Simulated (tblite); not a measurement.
Record of a relaxation.

C5H6F3OP.
Numbering: `[CH3:1]/[CH:2]=[CH:3]/[P@H:4](=[O:5])[C:6]([F:7])=[C:8]([F:9])[F:10]` (hydrogens: H11, H12, H13 on C1; H14 on C2; H15 on C3; H16 on P4)

Computed with GFN2-xTB (tblite), gas phase: L-BFGS steps from a force-field or distance-geometry start until the largest atomic force falls under 0.01 eV/Å. 6 of its 130 geometries are shown.

Step 0: E = -938.8899 eV, largest atomic force 2.718 eV/Å
```
atom  x, y, z in Å  |  force x, y, z in eV/Å
C1      3.011    0.430    0.400    0.010  -0.158  -0.427
C2      1.802    0.104   -0.437   -0.305   0.012   1.385
C3      0.636   -0.062    0.192    0.015  -0.195   0.089
P4     -0.838   -0.453   -0.783    0.614   1.597  -2.065
O5     -1.093    0.567   -1.844    0.795  -1.627   1.120
C6     -2.190   -0.532    0.403    0.047  -0.777   0.788
F7     -2.113   -1.348    1.484   -0.042   0.379  -0.501
C8     -3.244    0.240    0.198   -0.529   0.588  -0.579
F9     -4.323    0.262    1.018    0.867   0.544  -1.330
F10    -3.225    1.023   -0.922   -1.526  -0.672   2.147
H11     3.460   -0.538    0.739   -0.129   0.938  -0.305
H12     2.675    1.003    1.281    0.418  -0.307  -0.399
H13     3.724    1.020   -0.204   -0.197  -0.427   0.544
H14     1.855   -0.019   -1.496    0.217  -0.024  -0.362
H15     0.576    0.070    1.279   -0.149  -0.148  -0.519
H16    -0.720   -1.756   -1.320   -0.106   0.277   0.415
```

Step 26: E = -939.4425 eV, largest atomic force 0.087 eV/Å
```
atom  x, y, z in Å  |  force x, y, z in eV/Å
C1      3.049    0.430    0.399   -0.013  -0.002   0.006
C2      1.794    0.127   -0.343    0.057   0.018  -0.002
C3      0.607   -0.074    0.220    0.058   0.022  -0.033
P4     -0.786   -0.447   -0.861   -0.042   0.039   0.025
O5     -0.932    0.389   -2.046   -0.026  -0.022  -0.013
C6     -2.196   -0.444    0.300   -0.031  -0.027   0.026
F7     -2.057   -1.276    1.349    0.024  -0.041   0.014
C8     -3.312    0.266    0.196    0.001   0.020  -0.003
F9     -4.326    0.225    1.048   -0.012   0.034  -0.009
F10    -3.552    1.120   -0.772    0.002   0.010  -0.048
H11     3.575   -0.502    0.619   -0.016   0.037  -0.025
H12     2.829    0.926    1.342    0.044  -0.032  -0.012
H13     3.716    1.050   -0.199   -0.072  -0.003   0.048
H14     1.873    0.056   -1.422   -0.021  -0.002   0.034
H15     0.448   -0.020    1.288    0.031  -0.047  -0.038
H16    -0.738   -1.816   -1.129    0.017  -0.003   0.029
```

Step 52: E = -939.5003 eV, largest atomic force 0.197 eV/Å
```
atom  x, y, z in Å  |  force x, y, z in eV/Å
C1      3.052    0.460    0.381   -0.026   0.011  -0.029
C2      1.769    0.264   -0.345   -0.025  -0.100  -0.070
C3      0.634   -0.145    0.212   -0.043   0.011   0.072
P4     -0.793   -0.591   -0.796   -0.008   0.041   0.193
O5     -0.955    0.037   -2.101    0.041   0.017   0.064
C6     -2.227   -0.413    0.345   -0.076   0.028  -0.025
F7     -2.216   -1.174    1.457    0.134  -0.009  -0.092
C8     -3.291    0.354    0.125    0.098   0.082   0.027
F9     -4.343    0.458    0.924    0.064  -0.012  -0.086
F10    -3.408    1.160   -0.906   -0.022  -0.029  -0.013
H11     3.739   -0.336    0.086    0.017   0.051  -0.030
H12     2.916    0.404    1.458   -0.026   0.060  -0.009
H13     3.518    1.409    0.113   -0.081  -0.062   0.028
H14     1.789    0.416   -1.417    0.009   0.037  -0.035
H15     0.557   -0.312    1.277   -0.018  -0.077   0.016
H16    -0.749   -1.984   -0.821   -0.039  -0.047  -0.011
```

Step 77: E = -939.5706 eV, largest atomic force 0.047 eV/Å
```
atom  x, y, z in Å  |  force x, y, z in eV/Å
C1      2.981    0.553    0.346    0.004   0.019   0.011
C2      1.672    0.240   -0.277    0.020   0.024  -0.024
C3      0.680   -0.450    0.276    0.040   0.008  -0.023
P4     -0.780   -0.764   -0.720    0.002  -0.021   0.030
O5     -0.825   -0.147   -2.039   -0.006   0.034  -0.005
C6     -2.191   -0.351    0.374   -0.012  -0.006  -0.039
F7     -2.233   -1.004    1.548   -0.015   0.024  -0.031
C8     -3.170    0.484    0.044    0.020   0.003   0.017
F9     -4.237    0.760    0.777    0.016   0.024   0.012
F10    -3.188    1.171   -1.077   -0.016  -0.016   0.016
H11     3.782    0.129   -0.260   -0.006   0.000  -0.008
H12     3.056    0.157    1.355   -0.028   0.005   0.026
H13     3.135    1.632    0.368   -0.023  -0.037   0.013
H14     1.526    0.611   -1.285   -0.020  -0.002  -0.035
H15     0.723   -0.862    1.272    0.009  -0.017   0.028
H16    -0.939   -2.149   -0.715    0.015  -0.041   0.012
```

Step 103: E = -939.5779 eV, largest atomic force 0.039 eV/Å
```
atom  x, y, z in Å  |  force x, y, z in eV/Å
C1      2.931    0.585    0.364   -0.019   0.007  -0.009
C2      1.642    0.241   -0.287   -0.031   0.017   0.017
C3      0.684   -0.511    0.245    0.012  -0.014  -0.001
P4     -0.782   -0.843   -0.741   -0.009   0.005   0.012
O5     -0.832   -0.245   -2.068    0.008   0.007  -0.006
C6     -2.173   -0.369    0.354   -0.004   0.008  -0.008
F7     -2.209   -0.975    1.553    0.005  -0.002   0.013
C8     -3.101    0.531    0.047    0.011   0.019   0.004
F9     -4.100    0.912    0.828    0.008  -0.023  -0.007
F10    -3.143    1.173   -1.099    0.013  -0.001   0.007
H11     3.758    0.251   -0.262   -0.006  -0.001   0.003
H12     3.016    0.127    1.346   -0.002   0.002   0.005
H13     3.021    1.667    0.464   -0.018  -0.014  -0.010
H14     1.473    0.642   -1.280    0.031  -0.005  -0.023
H15     0.755   -0.948    1.230   -0.011  -0.014  -0.009
H16    -0.949   -2.228   -0.705    0.010   0.012   0.012
```

Step 129: E = -939.5795 eV, largest atomic force 0.009 eV/Å
```
atom  x, y, z in Å  |  force x, y, z in eV/Å
C1      2.904    0.602    0.373   -0.002   0.002  -0.002
C2      1.635    0.229   -0.299    0.005  -0.002   0.002
C3      0.685   -0.538    0.223    0.000   0.000   0.006
P4     -0.783   -0.867   -0.756   -0.001   0.001   0.007
O5     -0.837   -0.273   -2.085   -0.001  -0.002  -0.004
C6     -2.155   -0.372    0.353   -0.007   0.001  -0.004
F7     -2.193   -0.986    1.548   -0.002  -0.002  -0.004
C8     -3.067    0.549    0.061    0.002   0.001   0.002
F9     -4.057    0.937    0.850    0.005   0.000  -0.004
F10    -3.101    1.204   -1.078    0.006  -0.001   0.006
H11     3.752    0.284   -0.233   -0.003  -0.003  -0.002
H12     2.979    0.153    1.360    0.001   0.001   0.002
H13     2.965    1.686    0.468   -0.001   0.000  -0.003
H14     1.482    0.618   -1.300   -0.006   0.003   0.001
H15     0.750   -0.970    1.211   -0.001   0.000   0.001
H16    -0.967   -2.249   -0.708    0.005   0.001  -0.002
```

Question: Summarise the path.

Answer: The energy falls by 66.54 kJ/mol from step 0 to step 129; nine tenths of that is first reached at step 54. It rises by more than 0.2 meV at step 58. The largest force goes from 2.718 to 0.009 eV/Å. Among the bonds C8–F10 changes most, from 1.367 to 1.314 Å; the atoms move by 0.734 Å rms after alignment.

Question: Follow the three bonds and two angles with the largest change from start to end.

Answer: 
| step | E above end (kJ/mol) | largest force (eV/Å) | C8–F10 (Å) | P4=O5 (Å) | P4–C6 (Å) | F9–C8–F10 (°) | C1–C2–C3 (°) |
| --- | --- | --- | --- | --- | --- | --- | --- |
| 0 | 66.54 | 2.718 | 1.367 | 1.493 | 1.800 | 119.8 | 117.8 |
| 6 | 23.37 | 0.354 | 1.314 | 1.454 | 1.825 | 108.5 | 120.6 |
| 11 | 15.65 | 0.260 | 1.313 | 1.461 | 1.840 | 110.2 | 124.4 |
| 17 | 14.07 | 0.069 | 1.313 | 1.458 | 1.828 | 110.5 | 125.1 |
| 22 | 13.71 | 0.085 | 1.314 | 1.457 | 1.826 | 110.8 | 125.1 |
| 28 | 13.04 | 0.092 | 1.313 | 1.458 | 1.828 | 110.8 | 124.8 |
| 34 | 12.07 | 0.113 | 1.314 | 1.456 | 1.828 | 110.5 | 124.3 |
| 39 | 10.99 | 0.128 | 1.316 | 1.458 | 1.829 | 111.0 | 123.3 |
| 45 | 9.49 | 0.110 | 1.314 | 1.456 | 1.825 | 110.6 | 124.0 |
| 50 | 8.28 | 0.138 | 1.314 | 1.458 | 1.839 | 110.9 | 124.4 |
| 56 | 5.02 | 0.247 | 1.311 | 1.457 | 1.832 | 110.4 | 125.6 |
| 62 | 2.68 | 0.119 | 1.314 | 1.456 | 1.831 | 110.3 | 125.7 |
| 67 | 2.01 | 0.109 | 1.313 | 1.457 | 1.832 | 110.6 | 126.0 |
| 73 | 1.29 | 0.080 | 1.314 | 1.456 | 1.830 | 110.7 | 125.8 |
| 79 | 0.77 | 0.043 | 1.314 | 1.456 | 1.832 | 110.4 | 126.2 |
| 84 | 0.58 | 0.041 | 1.314 | 1.456 | 1.831 | 110.5 | 126.0 |
| 90 | 0.43 | 0.033 | 1.313 | 1.456 | 1.832 | 110.5 | 125.6 |
| 95 | 0.36 | 0.050 | 1.314 | 1.456 | 1.832 | 110.5 | 125.4 |
| 101 | 0.21 | 0.055 | 1.314 | 1.457 | 1.832 | 110.4 | 125.4 |
| 107 | 0.08 | 0.016 | 1.314 | 1.456 | 1.831 | 110.5 | 125.6 |
| 112 | 0.06 | 0.017 | 1.314 | 1.456 | 1.831 | 110.6 | 125.6 |
| 118 | 0.03 | 0.014 | 1.314 | 1.456 | 1.831 | 110.5 | 125.5 |
| 123 | 0.01 | 0.015 | 1.314 | 1.456 | 1.832 | 110.6 | 125.4 |
| 129 | 0.00 | 0.009 | 1.314 | 1.456 | 1.832 | 110.5 | 125.4 |
